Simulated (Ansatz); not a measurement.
Start from `C=C=[CH][GeH3]` and change one atom or group to get `C=C=CCCl`.

Ansatz, PBE0-D4/def2-TZVP geometries, multiplicity 1. Each molecule was computed in one conformer, which needn't be the lowest.

Scalar relativity is left out up to krypton.

```csv
property,`C=C=[CH][GeH3]`
size of the dipole moment (ωB97M-V/def2-TZVPP) / D,0.28
LUMO energy (PBE/def2-TZVPP) / eV,-0.99
HOMO energy (B3LYP/def2-TZVPP) / eV,-7.21
HOMO energy (ωB97M-V/def2-TZVPP) / eV,-9.60
HOMO–LUMO gap (B3LYP/def2-TZVPP) / eV,6.98
LUMO energy (PBE0/def2-TZVPP) / eV,-0.01
```

Q: Give the same properties after the change, and the shifts. (Best estimate.)

A: The calculation gave: 
```csv
property,`C=C=CCCl`,shift
size of the dipole moment (ωB97M-V/def2-TZVPP) / D,2.02,1.74
LUMO energy (PBE/def2-TZVPP) / eV,-1.31,-0.32
HOMO energy (B3LYP/def2-TZVPP) / eV,-7.49,-0.28
HOMO energy (ωB97M-V/def2-TZVPP) / eV,-9.90,-0.30
HOMO–LUMO gap (B3LYP/def2-TZVPP) / eV,6.96,-0.02
LUMO energy (PBE0/def2-TZVPP) / eV,-0.30,-0.29
```

Dipoles are sizes alone; their direction can turn.

B3LYP here is the variant with VWN-RPA as its local correlation; programs differ in this.
